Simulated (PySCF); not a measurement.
# A small calculation by hand: chemical shift, span and skew from a shielding tensor

F₃OSi, SMILES F[Si](F)([O])F (connectivity only; charge and spin as stated), charge -1, multiplicity 1. Atoms are numbered in the order given.

```xyz
5

O      0.0000     0.0000     1.7250
Si     0.0000     0.0000     0.1758
F      1.2627     0.7290    -0.6023
F     -1.2627     0.7290    -0.6023
F      0.0000    -1.4580    -0.6023
```
Charge -1, spin multiplicity 1.

The structure is a stationary point at PBE0-D3(BJ)/def2-SVPD. The multiplicity is an assumed one; other spin states were not compared. The isomer is the one that the SMILES or the coordinates give; other isomers of the formula were not compared.

GIAO shieldings from PBE/pcSseg-2 in PySCF, non-relativistic, no solvent. The symmetric part of the tensor of Si2 has the principal values 339.8, 339.8, 576.6 ppm. The same nucleus in TMS has σ = 324.1 ppm at this level (PySCF, at its B3LYP-D3(BJ)/def2-TZVP geometry).

### Question
Work out the isotropic shielding, the ²⁹Si shift against TMS, the span and the skew.

### Answer

σ(iso) = (σ11 + σ22 + σ33)/3 = 418.7 ppm. δ = σ(ref) − σ(iso) = 324.1 − (418.7) = -94.6 ppm.
Span Ω = σ33 − σ11 = 236.8 ppm. Skew κ = 3(σ(iso) − σ22)/Ω = 1.00, an axial tensor. Tumbling in solution averages the tensor to δ; in a static solid the shielding alone would spread this spin-1/2 line over Ω.
